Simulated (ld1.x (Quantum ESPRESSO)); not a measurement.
An all-electron radial function and its pseudo partner (magnesium)

Columns: radius, all-electron u(r) and pseudo u(r) of the 2p shell (level -46.61 eV) of magnesium in the configuration [He] 2s2 2p6 3s2 3p0; PBE, scalar-relativistic, ultrasoft scheme, ld1.x (Quantum ESPRESSO) 7.5.

```json
{"r (bohr)": "0.078", "all-electron": "0.2065", "pseudo": "0.0123"}
{"r (bohr)": "0.155", "all-electron": "0.5386", "pseudo": "0.0474"}
{"r (bohr)": "0.232", "all-electron": "0.8191", "pseudo": "0.1027"}
{"r (bohr)": "0.310", "all-electron": "1.0111", "pseudo": "0.1746"}
{"r (bohr)": "0.388", "all-electron": "1.1157", "pseudo": "0.2568"}
{"r (bohr)": "0.465", "all-electron": "1.1509", "pseudo": "0.3416"}
{"r (bohr)": "0.542", "all-electron": "1.1382", "pseudo": "0.4237"}
{"r (bohr)": "0.620", "all-electron": "1.0930", "pseudo": "0.4981"}
{"r (bohr)": "0.698", "all-electron": "1.0281", "pseudo": "0.5587"}
{"r (bohr)": "0.775", "all-electron": "0.9536", "pseudo": "0.6013"}
{"r (bohr)": "0.852", "all-electron": "0.8747", "pseudo": "0.6252"}
{"r (bohr)": "0.930", "all-electron": "0.7945", "pseudo": "0.6300"}
{"r (bohr)": "1.008", "all-electron": "0.7167", "pseudo": "0.6166"}
{"r (bohr)": "1.085", "all-electron": "0.6440", "pseudo": "0.5885"}
{"r (bohr)": "1.162", "all-electron": "0.5761", "pseudo": "0.5493"}
{"r (bohr)": "1.240", "all-electron": "0.5128", "pseudo": "0.5022"}
{"r (bohr)": "1.318", "all-electron": "0.4551", "pseudo": "0.4521"}
{"r (bohr)": "1.395", "all-electron": "0.4035", "pseudo": "0.4030"}
{"r (bohr)": "1.472", "all-electron": "0.3569", "pseudo": "0.3569"}
{"r (bohr)": "1.550", "all-electron": "0.3147", "pseudo": "0.3147"}
{"r (bohr)": "1.628", "all-electron": "0.2770", "pseudo": "0.2770"}
{"r (bohr)": "1.705", "all-electron": "0.2439", "pseudo": "0.2439"}
{"r (bohr)": "1.782", "all-electron": "0.2145", "pseudo": "0.2145"}
{"r (bohr)": "1.860", "all-electron": "0.1882", "pseudo": "0.1882"}
{"r (bohr)": "1.938", "all-electron": "0.1650", "pseudo": "0.1650"}
{"r (bohr)": "2.015", "all-electron": "0.1449", "pseudo": "0.1449"}
```

(1) How many radial nodes do the two functions have?

(2) At about which radius was the pseudo-wave matched?

(3) Is the pseudo-wave norm-conserving?

## Answers

(1) The all-electron 2p function has n − l − 1 = 0; the pseudo-wave has 0.

(2) 1.55 bohr. The columns agree to 0.0005 from 1.47 bohr on; several derivatives are matched, so the curves merge somewhat inside the radius.

(3) No, it belongs to an ultrasoft set: the norm inside the radius is not constrained, and the difference is carried by the augmentation charge.
